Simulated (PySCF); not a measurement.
**Removing an electron from `C=CCC1COBOC1`**

Compound: C6H11BO2.
Cartesian coordinates in Å at the PBE0-D3(BJ)/def2-SVP level; atoms count from 1:
```
atom  x, y, z in Å
C1    -3.6152    0.1756    0.2773
C2    -2.5661   -0.4790   -0.2215
C3    -1.3975    0.1682   -0.8980
C4    -0.0770    0.0365   -0.1351
C5     1.0360    0.7983   -0.8397
O6     2.2871    0.6226   -0.2145
B7     2.5443   -0.5100    0.4891
O8     1.6416   -1.5149    0.6219
C9     0.3580   -1.4103    0.0472
H10   -3.6923    1.2661    0.2117
H11   -4.4385   -0.3511    0.7662
H12   -2.5411   -1.5724   -0.1338
H13   -1.2667   -0.2721   -1.9043
H14   -1.6132    1.2386   -1.0516
H15   -0.2094    0.4800    0.8687
H16    0.8141    1.8776   -0.8529
H17    1.1067    0.4696   -1.8935
H18    3.6199   -0.6286    1.0188
H19   -0.3417   -1.9510    0.7027
H20    0.3554   -1.9280   -0.9309
```

Level: CAM-B3LYP/def2-SVPD (PySCF). Frontier orbitals with their largest atomic shares (Löwdin; up to four atoms above 4 %):

```
orbital  ε (eV)                          main atoms
 HOMO−3  -10.65  C4 15 %, O8 13 %, O6 12 %, C9 11 %
 HOMO−2  -10.00   O8 26 %, O6 24 %, C4 13 %, C9 9 %
 HOMO−1   -9.87    O8 30 %, O6 29 %, C9 9 %, C5 9 %
   HOMO   -9.12                                   ?
   LUMO    0.91   C1 18 %, C2 16 %, B7 14 %, C3 6 %
 LUMO+1    1.20  B7 25 %, C2 18 %, C1 17 %, H10 4 %
 LUMO+2    1.49  O8 14 %, O6 14 %, B7 12 %, H15 9 %
```

Task: What vertical ionisation energy does ΔSCF give, and how far is −ε(HOMO) from it?

Result: ΔSCF: 9.97 eV (962 kJ/mol; threshold wavelength 124 nm); ⟨S²⟩ of the doublet left behind is 0.754, against 0.75 for a pure doublet. −ε(HOMO) is 9.12 eV, 0.85 eV below it. For the exact functional −ε(HOMO) would equal the first vertical ionisation energy; CAM-B3LYP (range-separated hybrid) falls short of its own ΔSCF value by 9 %. Holes in the HOMO−1 and HOMO−2 were tried too where these lie within 1.2 eV of the HOMO; the lowest converged state counts.

Task: On which atoms does the HOMO lie?

Result: C1 (terminal =CH2 carbon) 37 %, C2 (alkene CH carbon) 34 %, C3 (allylic carbon) 7 %, C4 (sp3 CH carbon) 4 %, so no atom holds as much as 40 %. The HOMO−1 lies 0.75 eV lower.

Task: How many of the 10 lowest singlet excitations (vertical TDDFT, same level) lie below the ionisation energy?

Result: All 10; they run from 7.35 to 8.46 eV.

Task: Shift the occupied levels rigidly so that −ε(HOMO) equals the ΔSCF value. What binding energies result?

Result: The shift is +0.85 eV: HOMO 9.97, HOMO−1 10.72, HOMO−2 10.85, HOMO−3 11.50 eV. A rigid shift is only a rough guide to the deeper ionisations.

Task: With α = 90.1 au, estimate the like-pair dispersion coefficient by London's formula C6 = (3/4)α²I.

Result: I = 0.3664 Eh, so C6 ≈ 2230 au, a rough estimate.

Task: What kinetic energy would electrons from this vertical process carry with He II light (40.814 eV)?

Result: 40.81 − 9.97 = 30.84 eV.

Geometry: PBE0-D3(BJ)/def2-SVP, one conformer, isolated molecule.
